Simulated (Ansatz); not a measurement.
Basis-set extrapolation for `CB(F)OC(C)=O` (PBE0-D4/def2-TZVP geometry, frozen core, the Gaussian-basis code of Ansatz). Multiplicity 1, RHF reference.

```
                      def2-TZVPP   def2-QZVPP
                 HF  -391.260650  -391.278430
    MP2 correlation    -1.300261    -1.400264
CCSD(T) correlation    -1.383249      not run
```

Energies in hartree. Use E(X) = E(∞) + A·exp(−7.88·√X) for Hartree–Fock and E(X) = E(∞) + B·X^(−2.97) for correlation, with X = 3 and 4, and add CCSD(T) minus MP2 of the smaller set to the MP2 limit.

Task: What is the CCSD(T) energy at the basis-set limit?

Result: HF limit: -391.278430 + (-0.017780) × 0.13774 = -391.28088. MP2 limit: -1.400264 + (-0.100003) × 0.74074 = -1.47434. Higher-order term: -1.383249 − (-1.300261) = -0.08299. Total: -392.83821 hartree, 5.29 eV below CCSD(T)/def2-TZVPP.
